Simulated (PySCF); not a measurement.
# Assignment exercise: C$_{3}$H$_{4}$FN$_{3}$

Numbering as in the mapped SMILES `[CH3:1][n:2]1[n:3][cH:4][c:5]([F:6])[n:7]1`. Each H is labelled by its parent atom.

Calculated, not measured (PySCF): GFN2-xTB structure, PBE0/pcSseg-1 with gauge-including orbitals, B3LYP/pcJ-1 coupling constants (spin–dipole term only in couplings to heteroatoms). One averaged value for each set of equivalent atoms, non-relativistic, gas phase, one conformer.

δ = σ(ref) − σ, references computed at the same level: TMS for 13C and 1H.

Question: Assign these signals to the numbered atoms. 13C{1H} NMR (computed): δ 172.8 (C, d, J = 323.5 Hz), 121.9 (CH, d, J = 17.0 Hz), 42.5 (CH3).

Answer: 
| δ (ppm) | atoms | environment | reason |
| --- | --- | --- | --- |
| 172.8 | C5 | aromatic carbon bearing fluorine | an ipso carbon deshielded by its heteroatom |
| 121.9 | C4 | aromatic CH next to a ring nitrogen | – |
| 42.5 | C1 | methyl carbon bonded to N | the inductive effect lowers its shielding |

Question: Assign these signals to the numbered atoms. 1H NMR (400 MHz, computed): δ 7.15 (d, J = 8.1 Hz, 1H), 4.16 (s, 3H).

Answer: 
```tsv
δ (ppm)	atoms	environment	reason
7.15	H(C4)	hydrogen on an aromatic CH next to a ring nitrogen	ring-current deshielding
4.16	H(C1)	hydrogen on a methyl carbon bonded to N	its carbon carries N, an electronegative neighbour
```

C–F couplings over four or more bonds (about 3 Hz to the para carbon of a fluoroarene) are left out. Common functionals overestimate the size of one-bond C–F couplings by tens of Hz; these are unscaled. Multiplet labels drop couplings under 1 Hz and merge nearly equal ones. Shifts are as computed. Against solution values, carbons near 30 ppm lie about +3 ppm off and those near 130 ppm about +5 ppm. Of 1211 compounds with measured shifts, 218 miss one by over three times the rms of a fit or turn the order of signals round; such compounds aren't used in these exercises.
